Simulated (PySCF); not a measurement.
# Neon: a sound run and one with changed settings

Sound run: Ne⁺ [He] 2s2 2p5, Ne²⁺ [He] 2s2 2p4. All numbers are calculated (PySCF 2.14, scalar relativity by spin-free X2C-1e, in cc-pVDZ-DK (3s2p1d, 14 functions)). In the sound run the correlated levels freeze 1s2. The sound run starts from symmetry-adapted Hartree-Fock orbitals and uses a fine grid where one is needed.

Changed run: initial guess 1e, at most 50 SCF cycles, level shift 0.1 hartree.

| species | method | sound run (hartree) | changed run (hartree) | converged |
| --- | --- | --- | --- | --- |
| Ne⁺ | UHF | -127.90320 | -127.90320 | yes |
| Ne⁺ | BP86 | -128.25815 | -128.25815 | yes |
| Ne⁺ | LDA | -127.49378 | -127.49378 | yes |
| Ne⁺ | MP2 | -128.03717 | -128.03374 | yes |
| Ne⁺ | CCSD(T) | -128.04846 | -128.04846 | yes |
| Ne²⁺ | UHF | -126.45544 | -126.45544 | yes |
| Ne²⁺ | BP86 | -126.73735 | -126.73735 | yes |
| Ne²⁺ | LDA | -125.96716 | -125.96716 | yes |
| Ne²⁺ | MP2 | -126.54931 | -126.54710 | yes |
| Ne²⁺ | CCSD(T) | -126.56234 | -126.56234 | yes |

Ionisation energy of Ne⁺:

| method | sound run (eV) | changed run (eV) |
| --- | --- | --- |
| UHF | 39.395 | 39.395 |
| BP86 | 41.383 | 41.383 |
| LDA | 41.542 | 41.542 |
| MP2 | 40.487 | 40.453 |
| SCS-MP2 | 40.438 | 40.406 |
| CCSD | 40.429 | 40.429 |
| CCSD(T) | 40.439 | 40.439 |

A level shift leaves the converged SCF energy unchanged but raises the virtual orbital energies, which shrinks MP2 if it is not removed.

For comparison, NIST gives 40.963 eV between the lowest levels.
